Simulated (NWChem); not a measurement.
System: C$_{3}$Cl$_{2}$F$_{2}$; SMILES FC(F)=C=C(Cl)Cl

Input file for NWChem:

```
start job
memory heap 200 mb stack 900 mb global 1100 mb
geometry units angstroms noautosym nocenter noautoz
  F      1.085956     0.000000     2.636226
  C      0.000000     0.000000     1.874623
  F     -1.085956     0.000000     2.636226
  C      0.000000     0.000000     0.558784
  C      0.000000     0.000000    -0.755320
  Cl     0.000000     1.459146    -1.709531
  Cl     0.000000    -1.459146    -1.709531
end
basis spherical
  * library def2-svp
end
dft
  xc xpbe96 cpbe96
  iterations 150
end
cosmo
  do_cosmo_smd true
  solvent methanol
end
task dft energy
```

NWChem printed, in part:

```
             Northwest Computational Chemistry Package (NWChem) 7.3.0
             --------------------------------------------------------

                             Geometry "geometry" -> ""
                             -------------------------

 Output coordinates in angstroms (scale by  1.889725989 to convert to a.u.)

  No.       Tag          Charge          X              Y              Z
 ---- ---------------- ---------- -------------- -------------- --------------
    1 F                    9.0000     1.08595600     0.00000000     2.63622600
    2 C                    6.0000     0.00000000     0.00000000     1.87462300
    3 F                    9.0000    -1.08595600     0.00000000     2.63622600
    4 C                    6.0000     0.00000000     0.00000000     0.55878400
    5 C                    6.0000     0.00000000     0.00000000    -0.75532000
    6 Cl                  17.0000     0.00000000     1.45914600    -1.70953100
    7 Cl                  17.0000     0.00000000    -1.45914600    -1.70953100

 Effective nuclear repulsion energy (a.u.)     390.4583382477

  pbe96 is a nonlocal functional; adding pw91lda local functional.

                                 NWChem DFT Module
                                 -----------------

 Summary of "ao basis" -> "ao basis" (spherical)
 ------------------------------------------------------------------------------
       Tag                 Description            Shells   Functions and Types
 ---------------- ------------------------------  ------  ---------------------
 F                          def2-svp                 6       14   3s2p1d
 C                          def2-svp                 6       14   3s2p1d
 Cl                         def2-svp                 8       18   4s3p1d

 in cosmo_initialize ...
 calling solv_data for solv:methanol

 solvent parameters
 solvname_short: methanol
 solvname_long:  methanol
 dielec:       32.6130
 dielecinf:     1.7657
 nonaqueous SMD model solvent descriptors
 dielec:       32.6130
 sola:          0.4300
 solb:          0.4700
 solc:          0.0000
 solg:         31.7700
 solh:          0.0000
 soln:          1.3288

          ---------------
          -cosmo- solvent
          ---------------
 Cosmo: York-Karplus, doi: 10.1021/jp992097l
 dielectric constant -eps-     =  32.61
 screen = (eps-1)/(eps    )    =   0.96934
 surface charge correction     = lagrangian

   van der Waals surface
 --------------------------

 ---------- ATOMIC COORDINATES (A.U.) ------------ VDWR(ANG.) --
     1    2.05215928    0.00000000    4.98174478     1.730
     2    0.00000000    0.00000000    3.54252380     1.850
     3   -2.05215928    0.00000000    4.98174478     1.730
     4    0.00000000    0.00000000    1.05594865     1.850
     5    0.00000000    0.00000000   -1.42734783     1.850
     6    0.00000000    2.75738612   -3.23054516     2.380
     7    0.00000000   -2.75738612   -3.23054516     2.380
 number of segments per atom =        128
 number of   points per atom =        128
 atom (   nspa,  nppa )
 ----------------------
    1 (     80,     0 )       0
    2 (     32,     0 )       0
    3 (     80,     0 )       0
    4 (     40,     0 )       0
    5 (     12,     0 )       0
    6 (     94,     0 )       0
    7 (     94,     0 )       0
 number of -cosmo- surface points =      432
 molecular surface =    172.912 angstrom**2
 molecular volume  =    149.828 angstrom**3
 -lineq- algorithm             =   0
 -bem- low  level              =   3
 -bem- from -octahedral-
 gaussian surface charge width =   4.50000
 degree of switching           =   1.00000
 switching function tolerance  =   0.00010
 atomic radii =
 --------------
    1  9.000  1.730
    2  6.000  1.850
    3  9.000  1.730
    4  6.000  1.850
    5  6.000  1.850
    6 17.000  2.380
    7 17.000  2.380
 ...... end of -cosmo- initialization ......

 nat:                     7
 ixmem:                  2814
 calling mnsol_interface()
 G(SMD-CDS) energy (kcal/mol)  =     0.080
 SMD-CDS SASA (angstrom**2)    =   159.180

[...]

                                COSMO-SMD solvation results
                                ---------------------------

             internal energy in gas <Psi(g)|H|Psi(g)> =     -1233.098350105757
         internal energy in solvent <Psi(s)|H|Psi(s)> =     -1233.098261977339
                               delta internal energy  =         0.000088128418 (    0.06 kcal/mol)
   total free energy in solvent <Psi(s)|H+V/2|Psi(s)> =     -1233.099615955646
 polarization energy contribution <Psi(s)|V/2|Psi(s)> =        -0.001353978307 (   -0.85 kcal/mol)
    total free energy in solvent including G(SMD-CDS) =     -1233.099489053159
                       G(SMD-CDS) energy contribution =         0.000126902487 (    0.08 kcal/mol)
     1 M fixed-concentration free energy of solvation =        -0.001138947402 (   -0.71 kcal/mol)

                       DFT Final Molecular Orbital Analysis
                       ------------------------------------

 Vector   33  Occ=2.000000D+00  E=-2.861276D-01
              MO Center= -5.6D-09,  2.4D-07, -1.4D+00, r^2= 3.8D+00
   Bfn.  Coefficient  Atom+Function         Bfn.  Coefficient  Atom+Function
  ----- ------------  ---------------      ----- ------------  ---------------
    82      0.360868  6 Cl py               100      0.360868  7 Cl py
    79      0.282353  6 Cl py                97      0.282353  7 Cl py
    83      0.262353  6 Cl pz               101     -0.262352  7 Cl pz
    80      0.197495  6 Cl pz                98     -0.197495  7 Cl pz
    76      0.160924  6 Cl py                94      0.160923  7 Cl py

 Vector   34  Occ=2.000000D+00  E=-2.452593D-01
              MO Center= -7.2D-09,  2.5D-08, -4.4D-01, r^2= 3.5D+00
   Bfn.  Coefficient  Atom+Function         Bfn.  Coefficient  Atom+Function
  ----- ------------  ---------------      ----- ------------  ---------------
    46      0.404428  4 C  px                81     -0.327502  6 Cl px
    99     -0.327501  7 Cl px                60      0.277150  5 C  px
    49      0.255413  4 C  px                78     -0.229858  6 Cl px
    96     -0.229858  7 Cl px                63      0.138455  5 C  px
    75     -0.132435  6 Cl px                93     -0.132435  7 Cl px

 Vector   35  Occ=2.000000D+00  E=-2.416486D-01
              MO Center=  1.3D-09,  1.5D-08,  7.5D-01, r^2= 3.6D+00
   Bfn.  Coefficient  Atom+Function         Bfn.  Coefficient  Atom+Function
  ----- ------------  ---------------      ----- ------------  ---------------
    47      0.413400  4 C  py                19      0.345651  2 C  py
    50      0.291284  4 C  py                 5      0.227410  1 F  py
    33      0.227410  3 F  py                83     -0.222660  6 Cl pz
   101      0.222659  7 Cl pz                80     -0.170200  6 Cl pz
    98      0.170200  7 Cl pz                 8     -0.166672  1 F  py

 Vector   36  Occ=0.000000D+00  E=-7.820022D-02
              MO Center=  1.5D-09,  3.7D-09, -1.5D-03, r^2= 3.0D+00
   Bfn.  Coefficient  Atom+Function         Bfn.  Coefficient  Atom+Function
  ----- ------------  ---------------      ----- ------------  ---------------
    63      0.524970  5 C  px                60      0.493623  5 C  px
    49     -0.429733  4 C  px                46     -0.382058  4 C  px
    81     -0.239000  6 Cl px                99     -0.239000  7 Cl px
    18     -0.204399  2 C  px                 6      0.151575  1 F  pz
    34     -0.151575  3 F  pz                21     -0.146839  2 C  px

 Vector   37  Occ=0.000000D+00  E=-6.207341D-02
              MO Center= -9.0D-10,  2.1D-09,  5.8D-01, r^2= 3.9D+00
   Bfn.  Coefficient  Atom+Function         Bfn.  Coefficient  Atom+Function
  ----- ------------  ---------------      ----- ------------  ---------------
    19      0.523821  2 C  py                64     -0.483290  5 C  py
    22      0.370023  2 C  py                61     -0.306972  5 C  py
    47     -0.302194  4 C  py                83      0.301899  6 Cl pz
   101     -0.301899  7 Cl pz                74      0.258032  6 Cl s
    92     -0.258032  7 Cl s                 82     -0.244148  6 Cl py

 Vector   38  Occ=0.000000D+00  E=-3.104178D-02
              MO Center= -2.8D-09, -7.5D-09, -1.4D+00, r^2= 2.8D+00
   Bfn.  Coefficient  Atom+Function         Bfn.  Coefficient  Atom+Function
  ----- ------------  ---------------      ----- ------------  ---------------
    59      0.818800  5 C  s                 82      0.615153  6 Cl py
   100     -0.615153  7 Cl py                58      0.570888  5 C  s
    65     -0.519151  5 C  pz                74     -0.453440  6 Cl s
    92     -0.453440  7 Cl s                 17      0.352948  2 C  s
    62     -0.352166  5 C  pz                45     -0.345261  4 C  s

     Multipole analysis of the density
     ---------------------------------

     L   x y z        total         alpha         beta         nuclear
     -   - - -        -----         -----         ----         -------
     0   0 0 0     -0.000000    -35.000000    -35.000000     70.000000

     1   1 0 0     -0.000000     -0.000000     -0.000000      0.000000
     1   0 1 0      0.000000      0.000000      0.000000      0.000000
     1   0 0 1      0.048687      0.594534      0.594534     -1.140382

     2   2 0 0    -38.106241    -56.955340    -56.955340     75.804438
     2   1 1 0      0.000000      0.000000      0.000000      0.000000
     2   1 0 1      0.000000      0.000000      0.000000      0.000000
     2   0 2 0    -36.406585   -147.457322   -147.457322    258.508059
     2   0 1 1     -0.000000     -0.000000     -0.000000      0.000000
     2   0 0 2    -37.635702   -466.702528   -466.702528    895.769354
```

Level: PBE/def2-SVP, SMD on the gas-phase geometry. All runs use the structure optimised with PBE-D3(BJ)/def2-SVP. Solvent: methanol.
